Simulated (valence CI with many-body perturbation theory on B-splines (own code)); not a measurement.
# From CI to CI+MBPT in Hg29+

Calculated by configuration interaction combined with many-body perturbation theory (CI+MBPT): five valence electrons over a frozen Dirac-Fock core [Kr] 4d10, radial functions for each j: 7 s, 7 p, 7 d, 7 f, 4 g, 2 h, with the one-electron correlation potential Σ1 (screened to all orders), the two-electron term Σ2, the three-electron term Σ3, Breit, model QED; selected single and double excitations, second order for the rest (own B-spline code, finite nucleus).

No measured spectrum was set against this ion. As an estimate, large intervals hold to a few tenths of a per cent, small ones and those within an open d or f shell to about a per cent. Core correlation moves these levels by up to 5400 cm⁻¹, and in measured spectra 5 to 20 % of such shifts remained as error; rates that hang on mixing are uncertain with them. Among the levels kept, up to 780 cm⁻¹ of a level comes from second order outside the variational space, and about a tenth of that is noise between levels of different J, which matters for small intervals. Only levels of the ground parity were solved; by the run's estimate the other parity begins above the list, which can be wrong where configurations are misplaced.

Each rung adds one term. CI alone is the Dirac-Coulomb CI over the frozen core; QED comes last and gives the full result, which names the levels. Energies are above (4f5/2^5) J=5/2 on the same rung, in cm⁻¹.

Levels are named by their leading jj configuration (3d3/2^4 stands for four electrons in 3d with j = 3/2), which in mixed levels can hold well under half, so a name can repeat and another be missing. Letters in brackets count levels of one name in rising energy.

```
                       Level  CI alone    + Σ1    + Σ2    + Σ3  + Breit    Full
       (4f5/2^4 4f7/2) J=7/2     22050   22633   24069   24265    22486   22635
       (4f5/2^4 4f7/2) J=5/2     35381   35871   36596   36539    35288   35404
   (4f5/2^4 4f7/2) J=3/2 [a]     37737   38318   39148   39248    37832   37971
 (4f5/2^3 4f7/2^2) J=9/2 [a]     39398   40309   42370   42580    39440   39666
       (4f5/2^4 4f7/2) J=1/2     41487   42199   43037   43065    41271   41441
(4f5/2^3 4f7/2^2) J=11/2 [a]     52048   53073   55176   55295    51343   51590
 (4f5/2^3 4f7/2^2) J=7/2 [a]     54090   54998   56360   56577    53914   54130
      (4f5/2^4 4f7/2) J=15/2     61112   61780   62970   62479    58200   58347
      (4f5/2^4 4f7/2) J=13/2     60958   61965   63826   63736    59234   59468
 (4f5/2^3 4f7/2^2) J=9/2 [b]     69281   70365   71488   71856    68296   68548
 (4f5/2^3 4f7/2^2) J=5/2 [a]     73201   74330   76186   76217    73523   73783
(4f5/2^3 4f7/2^2) J=15/2 [a]     81468   82736   85417   85370    79718   80017
      (4f5/2^4 4f7/2) J=11/2     82057   83213   84155   84575    80421   80686
 (4f5/2^3 4f7/2^2) J=3/2 [a]     81673   82867   85674   85857    83080   83354
 (4f5/2^3 4f7/2^2) J=9/2 [c]     84680   85693   87510   87242    84221   84448
(4f5/2^3 4f7/2^2) J=13/2 [a]     87967   89112   90378   90321    85735   85997
(4f5/2^3 4f7/2^2) J=11/2 [b]     87731   88895   90508   90545    86571   86834
 (4f5/2^3 4f7/2^2) J=5/2 [b]     88618   89583   89794   89990    87835   88046
 (4f5/2^3 4f7/2^2) J=7/2 [b]     94646   95999   98518   98545    94839   95145
(4f5/2^3 4f7/2^2) J=17/2 [a]     99477  100722  102706  102616    96446   96727
     (4f5/2^3 4f7/2^2) J=1/2     96912   97958  100303   99653    97476   97704
 (4f5/2^3 4f7/2^2) J=3/2 [b]    103523  104603  103282  104103   101623  101852
 (4f5/2^3 4f7/2^2) J=9/2 [d]    109025  110393  112560  112549   108293  108595
(4f5/2^3 4f7/2^2) J=15/2 [b]    111656  113041  114621  114430   108582  108888
 (4f5/2^3 4f7/2^2) J=7/2 [c]    110457  111491  111556  111518   108865  109081
    (4f5/2^3 4f7/2^2) J=19/2    114704  116111  117999  117972   110332  110646
       (4f5/2^4 4f7/2) J=9/2    114572  115765  115793  115692   112331  112582
(4f5/2^3 4f7/2^2) J=11/2 [c]    115764  117101  118370  118320   113676  113970
 (4f5/2^3 4f7/2^2) J=5/2 [c]    114181  115736  118262  118525   114741  115083
    (4f5/2^3 4f7/2^2) J=21/2    121096  122490  124104  124130   115588  115895
(4f5/2^3 4f7/2^2) J=13/2 [b]    118294  119726  121698  121349   116038  116352
```

**Question.** How does the ionisation energy move along the ladder, and which term matters most?

**Answer.** CI alone 1015.6, + Σ1 1019.0, + Σ2 1031.0, + Σ3 1031.1, + Breit 1030.8, + QED 1030.9 eV. The largest step is Σ2, 12.0 eV. NIST lists 1050 ± 50 eV (theoretical).
